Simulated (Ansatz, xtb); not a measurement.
Molecule: SiI2, charge -1, multiplicity 2. SMILES of the parent species: I[Si]I
Geometry from a B3LYP-D3(BJ)/def2-TZVP (Ansatz, an electronic-structure program) optimisation:
```
Si
I 1 2.6689
I 1 2.6689 2 101.31
```
Charge -1, spin multiplicity 2.

Harmonic wavenumbers from GFN2-xTB (xtb, at its own minimum), cm⁻¹: 45, 178, 209.

Give the harmonic wavenumbers at B3LYP-D3(BJ)/def2-TZVP (Ansatz, finite differences of forces, unscaled).

62, 232, 256 cm⁻¹. Zero-point energy 0.8 kcal/mol.

From these and the geometry, give the ideal-gas thermochemistry at 298.15 K and 1 atm (rigid rotor, harmonic oscillator).

Point group C2v, rotational symmetry number 2. Rotational constants 6.981, 0.4674, 0.4381 GHz. S(trans) 42.81, S(rot) 28.42, S(vib) 7.94, S(elec, spin only) 1.38, S 80.5 cal/(mol K). H(298) - H(0) 3.50 kcal/mol; G - E(el) -19.7 kcal/mol.
